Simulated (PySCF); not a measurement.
## First-order multiplets

Bonds (- single, = double, # triple, : aromatic): C1-B2 1.571 Å, B2-C3 1.569 Å, B2-C4 1.584 Å, C4-B5 1.552 Å, B5-F6 1.325 Å, B5-F7 1.325 Å. C1 carries H8, H9, H10; C3 carries H11, H12, H13; C4 carries H14, H15.

- GIAO KT3/pcSseg-2 shieldings
- PBE0-D3(BJ)/def2-SVP geometry
- J couplings at B3LYP/pcJ-1 (spin–dipole term only in couplings to heteroatoms)
- code: PySCF
- in vacuum, non-relativistic, single conformer, rapidly exchanging positions averaged

References, each an isolated molecule treated in the same way: CFCl3 for 19F (σref 146.91); TMS for 1H (σref 31.35).

Spectrometer: 400 MHz for 1H. First-order analysis; couplings under 1 Hz (under 4 Hz in carbon signals) are ignored, and nearly equal couplings are merged; the smaller ones broaden or split the lines further.

(1) What pattern does F6/F7 show (19F)?

(2) What pattern does H14/H15 show (1H)?

Results:

(1) A triplet at δ -92.8: 9.7 Hz to H14/H15 (2 × 1H, 3 bonds away). Lines in Hz from the centre (relative intensity): +9.7 (1), +0.0 (2), -9.7 (1). The outer lines are 19.4 Hz apart, the sum of the couplings kept, or 0.052 ppm at this field.

(2) A triplet at δ 1.82: 9.7 Hz to F6/F7 (2 × 19F, 3 bonds away). Lines in Hz from the centre (relative intensity): +9.7 (1), +0.0 (2), -9.7 (1). The outer lines are 19.4 Hz apart, the sum of the couplings kept, or 0.048 ppm at this field.

3J across rotatable bonds or in flexible rings reflects this conformer alone.
